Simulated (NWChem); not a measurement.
# Lowest excitation of H2O2Si

```xyz
5

Si    -0.1560     0.6205     0.0000
O     -1.2066    -0.6914     0.0000
H     -0.7626    -1.5648     0.0000
O      1.3117    -0.2396     0.0000
H      2.1068     0.3249     0.0000
```
Charge 0, spin multiplicity 1.

Program: NWChem. Structure: optimised with PBE/def2-SVP, a minimum by its harmonic frequencies. It is one conformer; others weren't searched.

Basis set: def2-SVPD.

```tsv
method	lowest vertical singlet excitation energy (eV)	relative cost	difference from EOM-CCSD
TD-CAM-B3LYP	5.20	4	-0.17
TD-PBE	4.99	1	-0.39
EOM-CCSD	5.38	under 3	0.00
TD-B3LYP	5.14	under 3	-0.24
CIS	5.67	under 3	+0.29
```

The values span 0.68 eV, from TD-PBE (lowest) to CIS (highest). Relative cost: rough, from shared machines, SCF included, TD-PBE = 1.

The correlated methods keep 7 core orbitals frozen. B3LYP has NWChem's definition, with VWN1-RPA local correlation. GW and range-separated runs recompute their integrals, the others keep them in memory, which bears on the times. The structure started from a generated list of species. Coupled-cluster values serve here as a point of comparison, not as the truth.
